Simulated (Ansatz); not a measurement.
Consider the redistribution: `[F][Hf]([F])([Cl])[Cl]` + `N[SiH](O)CCl` → `[NH2][Hf]([F])([Cl])[Cl]` + `O[SiH](F)CCl`.

Isolated molecules relaxed with PBE0-D4/def2-TZVP in Ansatz; ΔE leaves out vibrations. CCSD(T)/CBS adds triple-zeta CCSD(T) − MP2 to the extrapolated MP2 energy (def2 sets, frozen cores). def2 core potentials past Kr. For Hf outer-core shells are correlated without core-valence functions, which leaves a few kJ/mol of doubt a bond. Each species was taken in one conformer, which may not be the lowest.

`[F][Hf]([F])([Cl])[Cl]`:

```xyz
5

F     0.077    0.827   -1.752
Hf    0.067    0.044   -0.036
F     1.745    0.353    0.766
Cl   -1.604    1.028    1.257
Cl   -0.286   -2.252   -0.235
```

`N[SiH](O)CCl`:

Z-matrix (Å, degrees):
```
Si
O 1 1.646
C 1 1.882 2 108.6
N 1 1.705 2 117.8 3 120.0
H 1 1.480 2 103.9 3 -119.2
H 2 0.960 1 116.6 3 -55.4
Cl 3 1.798 1 108.0 2 63.7
H 3 1.090 1 112.4 2 -53.9
H 3 1.090 1 113.1 2 -177.9
H 4 1.008 1 120.0 2 -80.3
H 4 1.007 1 121.2 2 67.2
```

`[NH2][Hf]([F])([Cl])[Cl]`:

Cartesian coordinates in Å:
```
N -0.174 -1.109 0.591
Hf 0.131 0.592 -0.417
F 0.788 0.069 -2.112
Cl 1.683 1.909 0.757
Cl -1.901 1.758 -0.586
H -0.523 -1.181 1.537
H -0.004 -2.038 0.230
```

`O[SiH](F)CCl`:

Z-matrix (Å, degrees):
```
Si
F 1 1.594
C 1 1.874 2 106.7
O 1 1.624 2 111.4 3 -121.0
H 1 1.475 2 107.9 3 121.2
Cl 3 1.791 1 108.8 2 -74.6
H 3 1.091 1 111.8 2 167.0
H 3 1.090 1 112.5 2 44.4
H 4 0.961 1 116.8 2 76.6
```

```tsv
species	CCSD(T)/CBS(def2) energy (Eh)
`[F][Hf]([F])([Cl])[Cl]`	-1167.36631
`N[SiH](O)CCl`	-920.49367
`[NH2][Hf]([F])([Cl])[Cl]`	-1123.44141
`O[SiH](F)CCl`	-964.41263
```

Question: Work out ΔE.

Answer: ΔE = (-1123.44141) + (-964.41263) − (-1167.36631) − (-920.49367) = 0.00594 Eh = +15.6 kJ/mol.

Largest T1 diagnostic among the species: 0.015.

From PBE to PBE0 (25 % exact exchange), in def2-TZVPP and without D4, ΔE moves by −3.4 kJ/mol.
